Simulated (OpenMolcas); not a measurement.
Os6+ among 6 point charges of -1 e arranged as an octahedron (Oh), 2.24 Å from the ion.
```
   2.2400    0.0000    0.0000  -1.00
   0.0000    2.2400    0.0000  -1.00
  -2.2400    0.0000    0.0000  -1.00
   0.0000   -2.2400    0.0000  -1.00
   0.0000    0.0000    2.2400  -1.00
   0.0000    0.0000   -2.2400  -1.00
```

```
Program             : OpenMolcas 26.06
Method              : CASSCF
Basis               : ANO-RCC-VTZP [8s7p5d3f2g1h]
Scalar Hamiltonian  : DKH2, point nucleus
Active space        : 2 electrons in 5 orbitals (5d)
State averaging     : 2S+1 = 3 even, 10 roots; 2S+1 = 1 even, 15 roots
Spin-orbit coupling : state interaction with AMFI integrals over the reference wave functions
```

What is the spin-free ground state (labels of O, the rotations of Oh)?

3T1, 3-fold in its orbital part, 100 % from free-ion F terms; it has the highest spin that d2 allows.

Where is the first state of the same spin?

3T2 at 2010 cm-1 above the ground state.

What are the lowest two levels with spin-orbit coupling?

A 2-fold level E, then a 3-fold level T2 675.3 cm-1 above it. Their leading multiplicities are 3 (91 %) and 3 (89 %).

What is χT at 300 K, and how does it compare with the textbook value?

The lowest level has 2S+1 = 3, for which the spin-only value is χT = S(S+1) / 2 = 1.000 cm3 K/mol (g = 2). The computed 0.198 at 300 K differs by -0.802, through orbital momentum, spin-orbit coupling and any other state in reach. With a threefold ground state the orbital momentum is unquenched, so the spin-only value is not expected to hold.

Which ligand-field parameters describe the states?

A least-squares ligand-field fit to the states below 45000 cm-1, each weighted by its degeneracy and with a free common offset, gives 10Dq = 2424 cm-1, B = 928 cm-1 and C = 3854 cm-1 (C/B = 4.16), with an rms deviation of 38 cm-1. 

Spin-orbit coupling mixes the spin-free states strongly: the lowest level takes only 62 % from its leading state, 3T1. Without dynamic correlation the repulsion within the d shell is too large (B by tens of per cent), so at a given field states of lower spin stand too high. This field is weak: 10Dq is about 2424 cm-1, while octahedral complexes of 5d ions of charge 3 and more, computed by the same method with explicit ligands, had a median near 35000 cm-1. Ground spin and moment need not be those of a real site. The ground term spreads over less than 5000 cm-1, several times less than with real ligands, so orbital moments are less quenched and χT lies further from the spin-only value than at real sites. Point charges carry no covalency, so the field is a model and not that of real ligands. No measured value stands beside these numbers.
